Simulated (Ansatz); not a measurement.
# A relaxation, step by step

ZnNH₄ClO, singlet, PBE0-D4/def2-TZVP (Ansatz 0.2.0). Settings:

```yaml
hamiltonian: {xc: pbe0, dispersion: d4}
relax: {f_tol: 0.005, max_steps: 200}
```

Start, a step off a saddle point along its unstable mode:

```tsv
atom	x (Å)	y (Å)	z (Å)
Zn1	-0.9055	0.3438	-0.5066
N2	0.9735	-0.4126	-0.3892
Cl3	-2.6196	0.7376	-1.6885
H4	0.7466	-0.1470	0.5552
O5	-0.3159	0.5559	1.3054
H6	1.0938	-1.4043	-0.5684
H7	1.7478	0.0719	-0.8285
H8	-0.7205	0.2547	2.1205
```

```tsv
step	energy less the last (meV)	largest force component (eV/Å)
1	682.4	3.521
2	421.1	0.773
3	229.6	0.903
4	142.9	1.603
5	78.7	1.431
6	26.9	0.643
7	5.8	0.143
8	2.6	0.217
9	0.5	0.047
10	0.1	0.032
11	0.0	0.020
12	0.0	0.010
13	0.0	0.001
14	0.0	0.002
```

Step 4, positions (Å) and forces (eV/Å):

| atom | x | y | z | Fx | Fy | Fz |
| --- | --- | --- | --- | --- | --- | --- |
| Zn1 | -0.974 | 0.365 | -0.238 | -0.305 | 0.060 | -0.335 |
| N2 | 0.968 | -0.413 | -0.526 | 0.377 | 0.145 | 1.603 |
| Cl3 | -2.456 | 0.663 | -1.767 | 0.237 | -0.053 | 0.182 |
| H4 | 1.130 | -0.327 | 0.515 | -0.285 | -0.082 | -1.146 |
| O5 | -0.403 | 0.406 | 1.493 | -1.079 | 0.294 | 1.515 |
| H6 | 1.068 | -1.395 | -0.738 | 0.084 | -0.094 | -0.338 |
| H7 | 1.708 | 0.118 | -0.962 | 0.035 | -0.074 | -0.372 |
| H8 | -1.041 | 0.583 | 2.224 | 0.936 | -0.195 | -1.110 |

Step 8, positions (Å) and forces (eV/Å):

```csv
atom,x,y,z,Fx,Fy,Fz
Zn1,-0.962,0.340,-0.059,0.044,-0.014,-0.029
N2,0.982,-0.437,-0.521,0.077,0.072,0.212
Cl3,-2.185,0.564,-1.804,0.037,-0.008,0.064
H4,1.390,-0.497,0.414,-0.091,0.003,-0.217
O5,-0.553,0.430,1.710,-0.080,0.036,0.010
H6,0.999,-1.353,-0.949,-0.013,-0.055,-0.008
H7,1.557,0.176,-1.087,-0.020,-0.003,0.013
H8,-1.228,0.777,2.295,0.046,-0.031,-0.044
```

Step 13, positions (Å) and forces (eV/Å):

```json
{"atom": "Zn1", "x": "-0.936", "y": "0.343", "z": "-0.035", "Fx": "0.000", "Fy": "0.000", "Fz": "-0.001"}
{"atom": "N2", "x": "0.989", "y": "-0.435", "z": "-0.523", "Fx": "0.000", "Fy": "0.000", "Fz": "0.000"}
{"atom": "Cl3", "x": "-2.141", "y": "0.557", "z": "-1.791", "Fx": "0.000", "Fy": "0.000", "Fz": "0.000"}
{"atom": "H4", "x": "1.446", "y": "-0.501", "z": "0.381", "Fx": "0.000", "Fy": "0.001", "Fz": "0.000"}
{"atom": "O5", "x": "-0.580", "y": "0.444", "z": "1.741", "Fx": "0.000", "Fy": "0.000", "Fz": "0.000"}
{"atom": "H6", "x": "0.968", "y": "-1.354", "z": "-0.948", "Fx": "0.000", "Fy": "0.000", "Fz": "0.000"}
{"atom": "H7", "x": "1.537", "y": "0.169", "z": "-1.124", "Fx": "-0.001", "Fy": "0.000", "Fz": "0.000"}
{"atom": "H8", "x": "-1.282", "y": "0.777", "z": "2.300", "Fx": "0.000", "Fy": "0.000", "Fz": "0.001"}
```

Last step (14):

Zn1  (-0.936, 0.343, -0.035)
N2  (0.989, -0.435, -0.523)
Cl3  (-2.139, 0.560, -1.792)
H4  (1.449, -0.495, 0.380)
O5  (-0.581, 0.442, 1.742)
H6  (0.968, -1.357, -0.943)
H7  (1.534, 0.167, -1.129)
H8  (-1.283, 0.775, 2.300)
(Å)

Hardware: 8 CPU threads of an Intel Xeon 6975P-C, shared host. Wall time about 19 s.
